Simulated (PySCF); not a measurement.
F4Sn, charge -1, multiplicity 2. Atoms are numbered in the order given.

```xyz
5

F      1.1910    -1.1910     1.1910
Sn     0.0000     0.0000     0.0000
F     -1.1910    -1.1910    -1.1910
F     -1.1910     1.1910     1.1910
F      1.1910     1.1910    -1.1910
```
Charge -1, spin multiplicity 2.

Geometry: B3LYP-D3(BJ)/def2-SVPD. A frequency run showed that this geometry is not a minimum. The spin state was assumed, not searched. The isomer is the one that the SMILES or the coordinates give; other isomers of the formula were not compared. The def2 effective core potentials stand for the cores of Sn; spin–orbit coupling is left out.

Level of theory: B3LYP-D3(BJ)/def2-SVPD run with PySCF.

Frequencies are harmonic and unscaled.

Modes within 1.5 cm⁻¹ of each other (mostly degenerate sets) share a row, with their intensities summed.

Computed harmonic wavenumbers and intensities:
```json
[
 {"mode": "1–3", "ν (cm⁻¹)": "44i", "IR (km/mol)": "18.1", "moving atoms (share of kinetic energy)": "F 83 %, Sn 17 %"},
 {"mode": "4–5", "ν (cm⁻¹)": "102", "IR (km/mol)": "0.0", "moving atoms (share of kinetic energy)": "F 100 %"},
 {"mode": "6–9", "ν (cm⁻¹)": "455", "IR (km/mol)": "511.6", "moving atoms (share of kinetic energy)": "F 78 %, Sn 22 %"}
]
```
